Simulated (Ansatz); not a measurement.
Stepwise reaction of `N[Si](F)(F)F` with hydrogen chloride, as a gas-phase model of exchange steps in deposition or etching. ΔE in kJ/mol.

Calculated with Ansatz (gas phase, PBE0-D4/def2-TZVP geometries, no zero-point term in ΔE). CCSD(T)/CBS is the MP2 limit (def2-TZVPP, def2-QZVPP) plus CCSD(T) − MP2 in def2-TZVPP, frozen cores. This one scheme is used for every species. DFT in def2-TZVPP. B3LYP here is the variant with VWN-RPA as its local correlation; programs differ in this. Each species was taken in one conformer, which may not be the lowest.

```csv
step,reaction,PBE-D4,B3LYP-D4,ωB97M-V,CCSD(T)/CBS
1,`N[Si](F)(F)F` + HCl → `N[Si](F)(F)Cl` + H–F,44.7,55.6,54.4,54.2
3,`N[Si](F)(Cl)Cl` + HCl → `N[Si](Cl)(Cl)Cl` + H–F,43.2,53.6,53.2,49.8
```

Q: Give the row of step 2, `N[Si](F)(F)Cl` + HCl → `N[Si](F)(Cl)Cl` + H–F. (Estimate.)

A: Computed: 
```json
{"step": "2", "reaction": "`N[Si](F)(F)Cl` + HCl → `N[Si](F)(Cl)Cl` + H–F", "PBE-D4": "42.9", "B3LYP-D4": "52.5", "ωB97M-V": "51.0", "CCSD(T)/CBS": "49.8"}
```

Q: By hand: ΔE of the 3 steps together at CCSD(T)/CBS.

A: (54.2) + (49.8) + (49.8) = 153.8 kJ/mol, or 51.3 kJ/mol a step.

In ΔE the steps differ by no more than 4.4 kJ/mol. All are uphill at CCSD(T)/CBS. PBE-D4 differs from CCSD(T)/CBS by -9.5 to -6.6 kJ/mol a step. Isolated molecules leave out the surface, adducts and barriers. Largest T1 diagnostic: 0.011.
